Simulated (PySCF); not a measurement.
**Nickel: a sound run and one with changed settings**

Sound run: Ni [Ar] 3d8 4s2, Ni⁺ [Ar] 3d9. Calculation: PySCF 2.14, in pcseg-2 (6s4p3d2f1g, 56 functions); the non-relativistic Hamiltonian (point nucleus). In the sound run the correlated levels freeze [Ar]. The sound run starts from symmetry-adapted Hartree-Fock orbitals and uses a fine grid where one is needed.

Changed run: basis STO-3G. This setting is unsound on purpose.

| species | method | sound run (hartree) | changed run (hartree) | converged |
| --- | --- | --- | --- | --- |
| Ni | UHF | -1506.85299 | -1489.73018 | yes |
| Ni | M06-L | -1508.22408 | -1490.80063 | yes |
| Ni | LDA | -1505.61444 | -1487.91561 | yes |
| Ni | MP2 | -1507.13209 | -1489.77778 | yes |
| Ni⁺ | UHF | -1506.56688 | -1488.44114 | yes |
| Ni⁺ | M06-L | -1507.95431 | -1489.59306 | yes |
| Ni⁺ | LDA | -1505.35697 | -1486.64815 | yes |
| Ni⁺ | MP2 | -1506.89350 | -1488.43990 | yes |

Ionisation energy of Ni:

```json
{"method": "UHF", "sound run (eV)": "7.785", "changed run (eV)": "35.076"}
{"method": "M06-L", "sound run (eV)": "7.341", "changed run (eV)": "32.860"}
{"method": "LDA", "sound run (eV)": "7.006", "changed run (eV)": "34.489"}
{"method": "MP2", "sound run (eV)": "6.492", "changed run (eV)": "36.405"}
{"method": "SCS-MP2", "sound run (eV)": "6.716", "changed run (eV)": "36.656"}
```

A minimal basis cannot let orbitals breathe on ionisation and holds almost no correlation. A negative ionisation energy or a positive MP2 energy shows that the occupation asked for is not the lowest one in this basis.

For comparison, NIST gives 7.640 eV between the lowest levels.
